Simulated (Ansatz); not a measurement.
Ansatz results at the PBE0-D4/def2-TZVP geometry: HOMO–LUMO gap (PBE0/def2-TZVPP) 5.35 eV; HOMO energy (PBE/def2-TZVPP) -5.91 eV; LUMO energy (PBE/def2-TZVPP) -2.53 eV.

Each molecule was computed in one conformer, which needn't be the lowest.

(1) Which molecule gave them?
A. `[F][In-]1([Cl])[O]C=CC=[O+]1`
B. `CC1=CC(C)=[O+][Sn-]([OH])[O]1`
C. `O[B-]1(F)OC(C(F)(F)F)=CC(C(F)(F)F)=[O+]1`
D. `[CH3][Al-]1([F])[O]C(C(F)(F)F)=CC(C(F)(F)F)=[O+]1`

## Answers

(1) B. The others give `[CH3][Al-]1([F])[O]C(C(F)(F)F)=CC(C(F)(F)F)=[O+]1`: 4.93, -7.24, -4.39; `O[B-]1(F)OC(C(F)(F)F)=CC(C(F)(F)F)=[O+]1`: 5.30, -7.62, -4.32; `[F][In-]1([Cl])[O]C=CC=[O+]1`: 5.43, -6.97, -3.53.
